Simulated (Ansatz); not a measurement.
A run for Ansatz (a quantum-chemistry and plane-wave program): R-PBE/def2-TZVPP on GeH5NO (SMILES [NH2][GeH2][OH]), a point of a torsion scan.

Ansatz 0.2 input:
```yaml
crystal:
  periodic: [false, false, false]
  atoms:
    - {symbol: N, position_ang: [1.30968074, -0.18117839, 0.08615036]}
    - {symbol: Ge, position_ang: [-0.40349021, 0.40634456, 0.05972848]}
    - {symbol: O, position_ang: [-0.47487761, 1.80003465, -0.97114075]}
    - {symbol: H, position_ang: [1.49219342, -1.16219740, 0.22127664]}
    - {symbol: H, position_ang: [1.93811412, 0.17839942, -0.61597998]}
    - {symbol: H, position_ang: [-0.78019491, 0.96501364, 1.39027356]}
    - {symbol: H, position_ang: [-1.38428375, -0.64353691, -0.42408788]}
    - {symbol: H, position_ang: [-0.27188375, 1.69072507, -1.89749853]}
basis:
  gaussian:
    orbitals: def2-TZVPP
hamiltonian:
  xc: {name: PBE}
scf: {lower_state_search: off}
```

Problem. What total energy does the run end on?

Solution. -2209.6023 hartree.
